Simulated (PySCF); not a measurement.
H₈NSi₃ (doublet state).
Atom-mapped SMILES: `[SiH2:1][NH:2][SiH2:3][SiH3:4]` (hydrogens: H5, H6 on Si1; H7 on N2; H8, H9 on Si3; H10, H11, H12 on Si4)

Structure used (GFN2-xTB), in Å, numbered top down from 1:
```
atom  x, y, z in Å
Si1    2.1568    0.5669   -0.7522
N2     1.0923   -0.7841   -0.5202
Si3   -0.6432   -0.8721   -0.5351
Si4   -1.5282    0.6093    0.9895
H5     3.3108    0.3716    0.1223
H6     1.3960    1.7850   -0.5113
H7     1.5592   -1.6750   -0.5752
H8    -1.1196   -0.6365   -1.9111
H9    -0.9165   -2.2863   -0.2375
H10   -1.1476    0.3361    2.3805
H11   -2.9950    0.5749    0.9580
H12   -1.1637    2.0095    0.7428
```

The hyperfine couplings belong to this conformer and change with its torsions.

Method used: PySCF, UKS B3LYP, pcH-1 on H N Si, non-relativistic, mean-field spin-orbit, GIAO. One conformer (not necessarily the lowest) at the GFN2-xTB geometry, without solvent, vibrations or thermal averaging. GFN2-xTB frequencies show an imaginary mode (37i cm⁻¹), so this geometry is no minimum at that level. The geometry wasn't refined by DFT: couplings that depend on bond lengths, twists or pyramidal angles can differ widely from those at the functional's own minimum, by a factor of two or more for some ions and for spin on atoms past the first row. Stability of the SCF solution: not tested.

Computed for the main isotopes (class means, splittings of 0.05 mT or more): g = 2.0029; H5/H6 1H +84.1 MHz (3.00 mT); N2 14N +8.7 MHz (0.31 mT); H7 1H -7.1 MHz (0.25 mT); H8/H9 1H +6.2 MHz (0.22 mT); 54 first-order lines, 7.32 mT wide.

(1) What changes when 1H at H5/H6 is replaced by 2H at both sites?

(2) What changes when 14N at N2 is replaced by 15N?

(3) Where do the 29Si satellites of Si1 appear, and how strong are they?

Answers

(1) At a fixed geometry a is proportional to g_N: 0.85744/5.58569 = 0.1535, so a goes from +84.1 to +12.9 MHz (0.460 mT). The spin goes from 1/2 to 1, so the 1:2:1 triplet becomes a 1:2:3:2:1 quintet. The spectrum then has 90 first-order lines over 3.16 mT.

(2) At a fixed geometry a is proportional to g_N: -0.56638/0.40376 = -1.4028, so a goes from +8.7 to -12.3 MHz (0.438 mT). The spin goes from 1 to 1/2, so the 1:1:1 triplet becomes a 1:1 doublet. The spectrum then has 36 first-order lines over 7.13 mT.

(3) a = -510.8 MHz, or 18.22 mT in magnitude, and I = 1/2, so to first order each main line has two satellites, at ±9.11 mT. The isotope's abundance is about 4.7 %, shared among 2 lines, so each has 2.5 % of the main line's intensity. At 340 mT second-order shifts move them to lower field by up to 0.24 mT.

Nuclei that the bonding pattern makes equivalent are averaged, as if the motion that swaps them (rotation, inversion, ring flip) were fast. The 1H value of +84.1 MHz is a mean of couplings from 61.1 to 107.1 MHz in this one geometry, not an average over conformers.
